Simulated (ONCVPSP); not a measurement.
## What one change does to a pseudopotential (Nb (Z = 41), ONCV)

```
Element                 : Nb
Generator               : ONCVPSP 4.0.1
Type                    : optimised norm-conserving Vanderbilt (ONCV)
Functional              : PBE
Relativity              : scalar-relativistic
Frozen core             : [Ar] 3d10 4s2
Valence charge          : 11
Reference configuration : 4p6 4d4.5 5s0.5
Partial waves           : 5s: rc 3.25 bohr, ncon 4, nbas 9, qcut 1.6 1/bohr, 2 projectors, debl 2.8 Ha; 4p: rc 2.15 bohr, ncon 4, nbas 8, qcut 6.3 1/bohr, 1 projector; 4d: rc 2.85 bohr, ncon 4, nbas 9, qcut 5.2 1/bohr, 2 projectors, debl 2.8 Ha
Local potential         : polynomial inside 1.80 bohr (lpopt 5, dvloc0 6 Ha)
Core correction         : none
```

All-electron outer shells of the reference configuration (PBE, scalar-relativistic, ld1.x):

```json
{"shell": "4s", "level (eV)": "-57.41", "outermost node (bohr)": "0.53", "outermost maximum (bohr)": "1.04"}
{"shell": "4p", "level (eV)": "-33.59", "outermost node (bohr)": "0.54", "outermost maximum (bohr)": "1.12"}
{"shell": "5s", "level (eV)": "-3.70", "outermost node (bohr)": "1.41", "outermost maximum (bohr)": "3.12"}
{"shell": "4d", "level (eV)": "-2.41", "outermost node (bohr)": "0.55", "outermost maximum (bohr)": "1.51"}
```

Change: all radii scaled by about 1.21 (s 3.94, p 2.60, d 3.44 bohr); local potential polynomial inside 2.18 bohr (lpopt 5, dvloc0 6 Ha).

Cutoffs: the cutoffs (Ha) at which the residual kinetic energy of the hardest occupied pseudo-wave falls to 1 and 0.1 mHa per electron; they do not see the model core or the augmentation charge, which bear on the density cutoff. Errors are all-electron minus pseudo energies relative to the spin-unpolarised reference configuration.

Problem. Predict the effect on cutoff, ghosts and configuration errors.

Solution. The potential gets softer (12 Ha and 20 Ha → 11 Ha and 13 Ha); a bound ghost appears in s, which as a rule spoils a file; of the 4 tests that both files solve, the error grows in 4 and shrinks in 0 by more than 15 % and 0.3 meV (median size 4.9 → 18.2 meV). A larger radius leaves more room for a smooth pseudo-wave, so fewer plane waves are needed. More of the atom is replaced by a form fitted at one configuration, so other configurations suffer.

```tsv
quantity	base	changed
cutoff, loose	12 Ha	11 Ha
cutoff, tight	20 Ha	13 Ha
loose cutoff by channel	s 4.4 Ha, p 12 Ha, d 9.8 Ha	s 1.6 Ha, p 11 Ha, d 8.4 Ha
bound ghosts	none	s
GHOST(+) flags under 300 eV	s at 93.3 eV	s at 74.6 eV
error for 4p6 4d4 5s1, meV [ΔE -0.56 eV]	+6.2	+15
error for 4p6 4d4 5s0, meV [ΔE 6.08 eV]	-3.7	-21
error for 4p6 4d3 5s0, meV [ΔE 20.12 eV]	+11	-27
error for 4p6 4d5 5s0, meV [ΔE 0.71 eV]	+2.7	+11
```

 A true bound ghost makes a file unfit for plane-wave use even where its test errors are small: the radial tests pick states by their node count and pass the ghost by.
